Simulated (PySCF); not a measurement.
C₄H₉FSi, SMILES C(/F)=C/[SiH2]CC.

Geometry optimised at PBE0-D3(BJ)/def2-SVP. The structure was generated by enumeration; whether it is a known compound was not checked. One conformer was computed; it need not be the lowest.

Vertical ionisation energy (IE) and electron affinity (EA) in eV. Rows of orbital energies are one-electron estimates. Where ΔSCF, EOM or ADC give a negative EA the extra electron is unbound and the value depends on the basis.

| level | IE | EA |
|---|---|---|
| −ε(HOMO), −ε(LUMO), CAM-B3LYP/def2-TZVP (PySCF) | (withheld) | (withheld) |
| −ε(HOMO), −ε(LUMO), PBE/def2-TZVP (PySCF) | 6.40 | 1.30 |

Problem. Complete the blanks. (Estimate from the structure and the level; the computed values follow.)

Solution. 
- −ε(HOMO), −ε(LUMO), CAM-B3LYP/def2-TZVP (PySCF), IE: 8.96
- −ε(HOMO), −ε(LUMO), CAM-B3LYP/def2-TZVP (PySCF), EA: -0.79
